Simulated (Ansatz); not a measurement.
Computed with Ansatz on PBE0-D4/def2-TZVP structures; ΔE is electronic, products minus reactants. CBS: MP2 limit from def2 TZ/QZ plus the TZ coupled-cluster correction, frozen cores. This one scheme is used for every species. Functionals use def2-TZVPP. B3LYP here is the variant with VWN-RPA as its local correlation; programs differ in this. For Ga, Se outer-core shells are correlated without core-valence functions, which leaves a few kJ/mol of doubt a bond. Scalar relativity is left out up to krypton.

Consider the ligand exchange at a Ga–O bond: `B[O][GaH2]` + `C[SeH]` → `C[Se][GaH2]` + `BO`.

CCSD(T)/CBS gives -57.1 kJ/mol.

Another level gave -51.2 kJ/mol. Which?
A. CAM-B3LYP-D4/def2-TZVPP
B. r2SCAN0/def2-TZVPP
C. PBE-D4/def2-TZVPP
D. B3LYP-D4/def2-TZVPP

D. B3LYP-D4 -51.2, PBE-D4 -61.1, CAM-B3LYP-D4 -44.6, r2SCAN0 -56.1 kJ/mol.

Largest T1 diagnostic among the species: 0.016.

The D4 term adds −3.7 kJ/mol with B3LYP and −2.0 kJ/mol with PBE0; it sums over pairs of atoms, weighted by their polarisabilities, and B3LYP, whose exchange is more repulsive, gets the larger term. In def2-TZVPP, CCSD(T) changes the Hartree–Fock value by −11.1 kJ/mol (the triples alone add −2.4 kJ/mol) and MP2 by −13.6 kJ/mol. At CCSD(T), def2-SVP lies +12.8 kJ/mol from the extrapolated value and def2-TZVPP +7.3 kJ/mol.
